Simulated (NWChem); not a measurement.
# C$_{2}$H$_{5}$N$_{3}$Si; SMILES N1[SiH](N)N=CC=1

```xyz
11

N      0.0548     2.1045     0.5162
Si    -0.0473     0.6756    -0.4236
N      1.3455    -0.4139    -0.1121
C      0.8096    -1.5343     0.1893
C     -0.7192    -1.5924     0.2324
N     -1.3474    -0.5141    -0.0399
H      0.2795     2.0639     1.5027
H     -0.5306     2.9016     0.3001
H     -0.1756     1.0572    -1.8475
H      1.4062    -2.4277     0.4096
H     -1.2312    -2.5284     0.4866
```
Atoms are numbered in this order, from 1.

Program: NWChem. Coordinates come from a B3LYP/6-31G* (spherical d) optimisation. Hybrids' shares of exact exchange are those that their runs print; pure functionals count as 0. The functionals differ in more than this share.

| row | share of exact exchange | orbital gap (eV) |
|---|---|---|
| PBE/def2-TZVP | 0.00 | 2.74 |
| LDA (Slater exchange, VWN5)/def2-TZVP | 0.00 | 2.62 |
| TPSSh/def2-TZVP | 0.10 | withheld |
| B3LYP/def2-TZVP | 0.20 | 4.73 |
| PBE0/def2-TZVP | 0.25 | 5.17 |

Fit a straight line of the last column on the one before it, predict the withheld value, and compare with the run.


1. Means of the 4 shown rows: x = 0.113, y = 3.815. Slope Σ(x − x̄)(y − ȳ)/Σ(x − x̄)² = 0.5218/0.05188 = 10.06; intercept 2.683.
2. The shown rows scatter about the line by 0.048 (root mean square); the largest residual is -0.06, at LDA (Slater exchange, VWN5)/def2-TZVP.
3. At x = 0.10 (TPSSh/def2-TZVP; inside the shown range) the line gives 3.69.
4. The run gives 3.93, +0.24 from the line, 5.0 times the scatter.
